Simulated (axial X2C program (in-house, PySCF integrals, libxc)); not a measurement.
NdSH: the levels of the configuration f4 s1

Calculated with an in-house all-electron X2C program for linear molecules (integrals from PySCF): two-component X2C with atomic mean-field Coulomb and Gaunt terms, basis Nd dyall-v3z, S dyall-av3z, H dyall-v3z (cores contracted in-house). Orbitals come from Hartree–Fock averaged over the configuration Nd f4 s1; CI then distributes these electrons over the f, s shells of Nd.

Nd–S–H held linear, bonds 2.698 and 1.340 Å (the second held) (near the minimum of the configuration average).

Active spinors (ω > 0):

```
shell    ω  ε (eV)                   character
    f  5/2    7.05                   100% Nd f
    f  3/2    7.11                   100% Nd f
    f  1/2    7.12                    99% Nd f
    f  7/2    7.31                   100% Nd f
    f  5/2    7.36                   100% Nd f
    f  1/2    7.38                    99% Nd f
    f  3/2    7.38                    99% Nd f
    s  1/2   -2.37  68% Nd s, 21% Nd p, 5% S p
```

Lowest levels of this model:

```tsv
Ω	energy (cm⁻¹)	g∥	μ (D)	configuration
1/2	0	0.45	-2.96	100% f4 s1
3/2	16	1.52	-2.97	100% f4 s1
5/2	83	2.74	-2.95	100% f4 s1
7/2	149	3.32	-2.93	100% f4 s1
1/2	535	0.83	-2.96	100% f4 s1
3/2	559	2.37	-2.95	100% f4 s1
5/2	597	3.83	-2.94	100% f4 s1
7/2	623	5.80	-2.95	100% f4 s1
9/2	687	7.43	-2.93	100% f4 s1
1/2	1421	1.03	-2.96	100% f4 s1
3/2	1441	3.07	-2.95	100% f4 s1
5/2	1470	5.05	-2.94	100% f4 s1
7/2	1493	7.11	-2.94	100% f4 s1
9/2	1510	9.34	-2.95	100% f4 s1
11/2	1573	11.35	-2.93	100% f4 s1
1/2	1767	0.72	-2.95	100% f4 s1
3/2	1767	2.21	-2.96	100% f4 s1
5/2	1803	3.80	-2.96	100% f4 s1
7/2	1897	5.40	-2.94	100% f4 s1
9/2	1961	6.75	-2.93	100% f4 s1
9/2	2572	10.36	-2.94	100% f4 s1
11/2	2594	12.78	-2.94	100% f4 s1
13/2	2650	15.02	-2.92	100% f4 s1
11/2	3350	10.74	-2.92	100% f4 s1
11/2	3796	13.58	-2.93	100% f4 s1
13/2	3828	16.13	-2.93	100% f4 s1
15/2	3862	18.54	-2.91	100% f4 s1
13/2	4819	14.45	-2.92	100% f4 s1
13/2	5144	16.74	-2.91	100% f4 s1
17/2	5171	21.97	-2.92	100% f4 s1
```

g∥ is the magnitude of 2⟨Lz + ge Sz⟩ for the +Ω component. μ is positive if the H end is positive.

Q: From Ω and g∥ of the lowest level, whose 2⟨Lz + ge Sz⟩ is positive, find ⟨Sz⟩ and ⟨Lz⟩ (ge = 2.0023).

A: Ω = ⟨Lz⟩ + ⟨Sz⟩ = 1/2 and ⟨Lz⟩ + ge⟨Sz⟩ = 0.225, so ⟨Sz⟩ = -0.27 and ⟨Lz⟩ = 0.77.

Occupations of the active spinors in the lowest level by ω, shell by shell in order of energy: -7/2: 0.20; -5/2: 0.51 0.14; -3/2: 0.31 0.13; -1/2: 0.57 0.07 0.56; 1/2: 0.40 0.11 0.44; 3/2: 0.47 0.11; 5/2: 0.63 0.09; 7/2: 0.26. The leading determinant has weight 0.11 among 447.

This point took 3.8 s on 1 thread of Arm Neoverse V1, with other jobs on the host.

Dynamic correlation is missing, so gaps between terms are too wide and other configurations may lie lower; the lowest level listed is that of this model, not necessarily the ground state. At most 4 roots were kept for each Ω > 0 (twice that for Ω = 0) within 2.2 eV of the lowest, so higher up levels can be missing between those listed; levels with Ω > 0 are doubly degenerate and listed once, Ω = 0 levels singly. The molecule was held linear; bending was not examined. Hydrosulfides and their kin are strongly bent in nature, so this linear model does not describe the real molecule.
